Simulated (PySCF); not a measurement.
Screening by computed properties: pick the candidate that meets the target.

Each SMILES stands for a single optimised conformer of the isolated species, non-relativistic unless stated. Electronic properties by PySCF.

The conformers computed, where there is a choice (atom-mapped SMILES and torsion angles):
- `[CH3:1][Si:2]([CH3:3])[CH2:4][Cl:5]`: C1–Si2–C4–Cl5 62°
- `[H]/[C:1]=[CH:2]\[CH2:3][C@@H:4]([NH2:5])[C:6]#[CH:7]`: C1–C2–C3–C4 118°, C2–C3–C4–N5 171°, H–N5–C4–C3 -178°, H–N5–C4–C3 64°
- `[H]/[N:5]=[C:4]/[C:3]1([CH:2]=[CH2:1])[CH2:6][CH2:7]1`: C1–C2–C3–C4 180°, C2–C3–C4–N5 180°
- `[H]/[N:7]=[CH:6]\[C:4]([C:3]#[C:2][CH3:1])[CH3:5]`: C3–C4–C6–N7 0°
- `[CH2:1][CH2:2][n:3]1[cH:4][cH:5][cH:6][cH:7]1`: C1–C2–N3–C4 85°
- `[CH2:1]=[CH:2][CH2:3][Si@H:4]([SiH3:5])[PH2+:6]`: C1–C2–C3–Si4 -100°, C2–C3–Si4–Si5 157°, H–P6–Si4–C3 160°, H–P6–Si4–C3 65°

Question: Wanted: smallest rotational constant between 1.3 GHz and 1.7 GHz (GFN2-xTB) and isotropic g value above 2.003 (unrestricted B3LYP/pcH-1, mean-field spin–orbit), at GFN2-xTB geometries. Which candidate meets both?
A. `C[Si](C)CCl` [radical]
B. `[C](/C1(C=C)CC1)=N\[H]` [radical]
C. `C=CC[Si@H]([SiH3])[PH2+]` [radical]
D. `C(#CC)[C](/C=N\[H])C` [radical]
E. `[CH2]Cn1cccc1` [radical]
F. `[H]/[C]=C\C[C@@H](N)C#C` [radical]

Answer: A. Computed values:
```csv
species,smallest rotational constant,isotropic g value
C=CC[Si@H]([SiH3])[PH2+] [radical],0.841 GHz,2.01271
C(#CC)[C](/C=N\[H])C [radical],1.179 GHz,2.00320
[H]/[C]=C\C[C@@H](N)C#C [radical],1.428 GHz,2.00219
C[Si](C)CCl [radical],1.626 GHz,2.00346
[C](/C1(C=C)CC1)=N\[H] [radical],1.677 GHz,2.00139
[CH2]Cn1cccc1 [radical],1.780 GHz,2.00261
```
